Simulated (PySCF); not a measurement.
Isomers C₃H₁₁FSi₃:

A. SMILES C=C(C)[Si@@H](F)[SiH2][SiH3]
B. `InChI=1S/C3H11FSi3/c4-3-5-1-2-6-7-3/h3H,1-2,5-7H2/t3-/m0/s1`
C. SMILES F/C=C(\[SiH2][SiH2]C)[SiH3]

Spectrum 1. 13C{1H} NMR (computed): δ 151.0 (C), 134.8 (CH2), 23.1 (CH3).

Spectrum 2. 13C{1H} NMR (computed): δ 169.2 (CH), 103.3 (C), -9.1 (CH3).

Spectrum 3. 13C{1H} NMR (computed): δ 80.9 (CH), 8.2 (CH2), 6.1 (CH2).

PySCF 2.14.0 with density-fitted response routines calculation with GFN2-xTB structure and shieldings: GIAO PBE0/pcSseg-1; one computed conformer, relativity neglected, averaged over atoms made equivalent by symmetry, fast rotation or ring inversion, no solvent model.

Referencing at the same level of theory: 13C against TMS. Splittings of carbon signals by F and P are missing where no couplings were computed. Shifts are as computed. Against solution values, carbons near 30 ppm lie about +3 ppm off and those near 130 ppm about +5 ppm. Of 1211 compounds with measured shifts, 218 miss one by over three times the rms of a fit or turn the order of signals round; such compounds aren't used in these exercises.

Which spectrum belongs to which compound?

Answers

1–A, 2–C, 3–B.

- Spectrum 1 (A): 3 13C signals; δC 151.0 is a fully substituted alkene carbon; δC 134.8 is a terminal =CH2 carbon.
- Spectrum 2 (C): 3 13C signals; δC 103.3 is a fully substituted alkene carbon; δC -9.1 is a methyl carbon bonded to Si.
- Spectrum 3 (B): 3 13C signals; δC 80.9 is an sp3 CH bonded to F and 2 Si; δC 8.2 is an sp3 CH2 bonded to Si.
